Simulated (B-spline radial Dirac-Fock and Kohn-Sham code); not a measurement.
## Muonic X-ray lines of ²⁰⁷Bi

Nucleus: ²⁰⁷Bi, Fermi distribution (skin thickness 2.3 fm), rms radius 5.5103 fm (measured, Angeli and Marinova 2013).

Input of the calculation (task.json; shells as n, l, electrons):

```json
{"items": [{
  "Z": 83,
  "q": 0,
  "cfg": [[1, 0, 2], [2, 0, 2], [2, 1, 6], [3, 0, 2], [3, 1, 6], [3, 2, 10], [4, 0, 2], [4, 1, 6], [4, 2, 10], [4, 3, 14], [5, 0, 2], [5, 1, 6], [5, 2, 10], [6, 0, 2], [6, 1, 3]],
  "A": 207,
  "rrms": 5.5103,
  "do": "muonic",
  "nuclei": [[207, 206.978471, 5.5103, "measured", "fermi"]]
}]}
```

Run with: `python xray2_run.py task.json out`

Calculated with a radial finite-basis atomic code, using the Dirac equation of a negative muon with reduced mass in the field of a spherical finite nucleus, with the Uehling potential to all orders; nuclear polarisation, deformation, hyperfine structure, self-energy, higher-order vacuum polarisation, relativistic recoil and electron screening are left out.

```
    transition  energy (keV)  point nucleus, no QED (keV)
 2p3/2 → 1s1/2          6041                        16610
 2p1/2 → 1s1/2          5850                        16030
 3p3/2 → 1s1/2          8637                        19350
 3d5/2 → 2p3/2          2555                         2784
 3d3/2 → 2p1/2          2700                         3317
 4f7/2 → 3d5/2         961.6                        957.0
 4f5/2 → 3d3/2         996.7                        994.3
 5g9/2 → 4f7/2         442.1                        440.0
6h11/2 → 5g9/2         239.1                        238.2
```

The 2p fine-structure splitting is 190.5 keV, and 2s lies 1252 keV above 2p1/2.
